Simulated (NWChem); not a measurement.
Molecule: SiNH4F; SMILES N[SiH2]F

```xyz
7

Si     0.4747     0.0857     0.0293
N     -0.3384    -1.4278     0.1486
F     -0.4855     1.3565    -0.3914
H      1.5076    -0.0343    -1.0476
H      1.0333     0.4115     1.3794
H     -0.9643    -1.6201     0.9340
H     -0.6468    -1.9193    -0.6932
```
Atoms are numbered in this order, from 1.

All runs: NWChem. The geometry was optimised at PBE-D3(BJ)/def2-SVP. Core excitations by TDA in a window of 1s orbitals, non-relativistic and unshifted: absolute energies depend strongly on the exact-exchange share.

| level | first 1s excitation (eV) | dipole oscillator strength of the first | first state with f > 0.002 (eV) | dipole oscillator strength of that state |
|---|---|---|---|---|
| F K edge, PBE/def2-TZVP | 659.0 | 0.0024 | 659.0 | 0.0024 |
| N K edge, BHandHLYP/def2-TZVP | 399.3 | 0.0093 | 399.3 | 0.0093 |
| N K edge, PBE0/def2-TZVP | 389.9 | 0.0054 | 389.9 | 0.0054 |
